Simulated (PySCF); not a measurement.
C₄H₆BFO, SMILES C1=CCOB(F)C1.

The structure is a stationary point at B3LYP-D3(BJ)/def2-SVP. This is a generated structure with no PubChem entry under its InChIKey; it may be hypothetical. Other conformers were not sampled.

These are B3LYP-D3(BJ)/def2-SVP (PySCF) values and carry that method's errors.

Frequencies are harmonic and unscaled.

Task: Give all harmonic wavenumbers and intensities. (The exact figures need the calculation; the answer reports its results.)

Result: 
```csv
mode,ν (cm⁻¹),IR (km/mol),moving atoms (share of kinetic energy)
1,79,3.8,"C 45 %, H 41 %, F 13 %"
2,172,2.7,"O 51 %, H 20 %, F 15 %, C 13 %"
3,360,1.7,"F 43 %, O 22 %, C 17 %, B 9 %"
4,372,0.2,"C 50 %, H 49 %"
5,460,3.1,"B 42 %, H 37 %, C 11 %"
6,472,1.0,"C 43 %, F 39 %, B 12 %"
7,504,3.4,"C 58 %, O 29 %"
8,676,51.5,"H 81 %, C 10 %, B 9 %"
9,730,4.7,"C 53 %, O 16 %, F 16 %, H 15 %"
10,861,14.1,"C 60 %, O 25 %, H 11 %"
11,881,6.9,"H 37 %, C 33 %, B 27 %"
12,915,2.9,"C 64 %, H 32 %"
13,964,9.6,"C 53 %, H 42 %"
14,999,1.2,"H 83 %, C 16 %"
15,1028,8.6,"H 54 %, C 44 %"
16,1104,53.0,"H 38 %, C 28 %, O 18 %, B 14 %"
17,1152,8.1,"H 85 %, C 12 %"
18,1187,9.6,"H 78 %, C 13 %"
19,1237,16.2,"H 33 %, C 28 %, B 21 %, F 11 %"
20,1272,0.0,H 94 %
21,1343,118.0,"H 49 %, C 30 %, B 14 %"
22,1400,44.0,"H 68 %, C 16 %, B 13 %"
23,1411,20.8,"H 63 %, C 32 %"
24,1418,230.8,"B 34 %, H 31 %, C 28 %"
25,1455,71.5,"H 71 %, B 14 %, C 9 %"
26,1513,181.9,"H 48 %, B 29 %, O 19 %"
27,1742,6.2,C 93 %
28,3010,2.4,H 94 %
29,3012,65.7,H 95 %
30,3034,8.6,"H 91 %, C 9 %"
31,3040,20.9,"H 90 %, C 10 %"
32,3146,8.4,H 92 %
33,3170,17.3,"H 91 %, C 9 %"
```
